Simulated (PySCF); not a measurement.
All values below come from PBE-D3(BJ)/def2-TZVP // TPSS-D3(BJ)/def2-SVP (PySCF 2.14.0). Isolated molecules, 0 K electronic values unless said otherwise. One relaxed conformer stands for a flexible species; it need not be the lowest. 

Reference species: [Cd(Cl)(OH)] (neutral, multiplicity 1).

The HOMO is -6.77 eV. The mean distance from the central atom to its bonded neighbours is 2.135 Å.

Changed species: [Cd(Cl)2] (0 of 2 Cl replaced by OH; the reference has 1 of 2 Cl replaced by OH).

**Question.** What does the change do to the HOMO and mean distance from the central atom to its bonded neighbours?

**Answer.** the HOMO falls by 0.75 eV, to -7.52 eV; the mean distance from the central atom to its bonded neighbours rises by 0.154 Å, to 2.289 Å.
